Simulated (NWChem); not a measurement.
Isomers of C2H6BFO, each optimised at B3LYP/6-31G* with NWChem, gas phase unless a solvent is named. Flexible species stand in one conformer each, which need not be the lowest. Pople sets run with spherical d functions. Relative energies count from the lowest isomer at each level and are electronic, without zero-point energy, on those geometries. Shieldings are non-relativistic GIAO values without spin-orbit effects.

A: CCB(F)O
B: CB(F)CO
C: CB(O)CF

| quantity | A | B | C |
|---|---|---|---|
| relative energy, B3LYP/6-31G* (kcal/mol) | 0.0 | 44.6 | 43.5 |
| relative energy, B3LYP/def2-TZVP (kcal/mol) | 0.0 | 43.3 | 42.2 |
| relative energy, TPSSh/def2-TZVP (kcal/mol) | 0.0 | 42.9 | 41.0 |
| dipole (D), B3LYP/6-31G* | 2.67 | 1.47 | 1.32 |
| 11B shift against boron trifluoride, B3LYP/6-31G* (ppm) | 19.7 | 47.5 | 36.7 |
